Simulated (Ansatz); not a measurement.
One change: `O[B](O)[SbH2]` becomes `COB(O)O`.

Ansatz, PBE0-D4/def2-TZVP geometries, multiplicity 1. Each molecule was computed in one conformer, which needn't be the lowest.

Elements past krypton have def2 core potentials.  Spin–orbit coupling is left out; it splits and shifts lone-pair levels of the heavy atoms by tenths of an eV.

```
                             property  `O[B](O)[SbH2]`
   HOMO energy (PBE0/def2-TZVPP) / eV            -6.82
LUMO energy (ωB97M-V/def2-TZVPP) / eV             1.41
HOMO–LUMO gap (B3LYP/def2-TZVPP) / eV             6.28
    HOMO energy (PBE/def2-TZVPP) / eV            -5.83
   LUMO energy (PBE0/def2-TZVPP) / eV            -0.02
  HOMO energy (B3LYP/def2-TZVPP) / eV            -6.65
```

Q: Give the same properties after the change, and the shifts. (Estimate.)

A: Ansatz gave: 
```csv
property,`COB(O)O`,shift
HOMO energy (PBE0/def2-TZVPP) / eV,-8.43,-1.61
LUMO energy (ωB97M-V/def2-TZVPP) / eV,2.08,0.67
HOMO–LUMO gap (B3LYP/def2-TZVPP) / eV,8.55,2.27
HOMO energy (PBE/def2-TZVPP) / eV,-6.81,-0.98
LUMO energy (PBE0/def2-TZVPP) / eV,0.75,0.77
HOMO energy (B3LYP/def2-TZVPP) / eV,-8.18,-1.53
```

With PBE0 the HOMO falls by 1.61 eV and the LUMO rises by 0.77 eV, so the gap widens by about 2.38 eV. PBE moves the HOMO by -0.98 eV and ωB97M-V by -1.98 eV. The zero-point energy changes by 79.4 kJ/mol with +6 modes.

B3LYP here is the variant with VWN-RPA as its local correlation; programs differ in this.
